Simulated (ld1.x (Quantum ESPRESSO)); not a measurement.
# Zn (Z = 30), PAW: configuration errors across variants

- Element: zinc (Zn)
- Generator: ld1.x (Quantum ESPRESSO) 7.5
- Type: PAW
- Functional: LDA (PZ)
- Relativity: scalar-relativistic
- Frozen core: [Ne]
- Valence charge: 20
- Reference configuration: 3s2 3p6 3d9 4s0 4p0 (charge +3)
- Partial waves: 3s (bound): rcut 0.95, rcutus 1.05 bohr; 4s (bound, empty): rcut 0.95, rcutus 1.05 bohr; 3p (bound): rcut 1.10, rcutus 1.45 bohr; 4p (bound, empty): rcut 1.10, rcutus 1.45 bohr; 3d (bound): rcut 0.95, rcutus 1.20 bohr; 3d channel at -3.15 Ry: rcut 0.95, rcutus 1.20 bohr
- Local potential: all-electron potential smoothed inside 0.85 bohr (lloc = -1)
- Core correction: Bessel-smoothed model core, default radius (core density twice the valence density)
- Augmentation charge: PSQ, inside the norm-conserving radii

All-electron excitation energies from the reference (eV): (1) 3s2 3p6 3d10 4s2 4p0 -69.849; (2) 3s2 3p6 3d10 4s1 4p0 -59.659; (3) 3s2 3p6 3d10 4s0 4p0 -40.891; (4) 3s2 3p6 3d9 4s2 4p0 -51.644; (5) 3s2 3p6 3d8 4s0 4p0 62.148; (6) 3s2 3p5 3d10 4s2 4p0 22.066; (7) 3s2 3p6 3d10 4s1 4p1 -64.666; (8) 3s2 3p6 3d9 4s0 4p0 spin -0.272; (9) 3s2 3p6 3d10 4s1 4p0 spin -59.907.

Spin tests fill each open shell by Hund’s rule, majority spin first.

The default core radius of the base comes out at 0.31 bohr.

The overlap operator is not positive definite (basis up to 400 Ry) in “local potential all-electron potential smoothed inside 1.08 bohr (lloc = -1)”, “waves 3p (bound): rcut 1.00, rcutus 1.06 bohr; 4p (bound): rcut 1.00, rcutus 1.06 bohr”. Such files are unfit for use, however small their errors in these radial tests.

2 further variants failed, have other tests or another functional or relativity, and are left out.

Errors AE − PS in meV (a dash: test not solved or not reliable):

```tsv
change	(1)	(2)	(3)	(4)	(5)	(6)	(7)	(8)	(9)	bound ghosts
base	+6.7	+5.8	+3.8	+3.8	-11	-36	+8.6	-0.3	+5.8	none
local potential all-electron potential smoothed inside 1.08 bohr (lloc = -1)	+6.3	+5.5	+4.0	+3.8	-11	-36	–	–	–	not determined (overlap not positive)
waves 3p (bound): rcut 1.00, rcutus 1.06 bohr; 4p (bound): rcut 1.00, rcutus 1.06 bohr	+7.8	+7.9	+7.9	+4.2	+1.0	-35	+8.4	-0.3	+8.0	not determined (overlap not positive)
core correction Bessel-smoothed model core inside 1.00 bohr	+6.7	+5.8	+3.8	+3.8	-11	-36	+8.5	-0.3	+5.8	none
```

Q: Give the same row for: all radii but the core radius scaled by about 1.23 (s 1.30, p 1.78, d 1.48 bohr, rcut 1.18/1.36/1.18); local potential all-electron potential smoothed inside 1.04 bohr (lloc = -1).

A: +5.4, +0.2, -11, +11, –, –, –, –, –; bound ghosts: none.
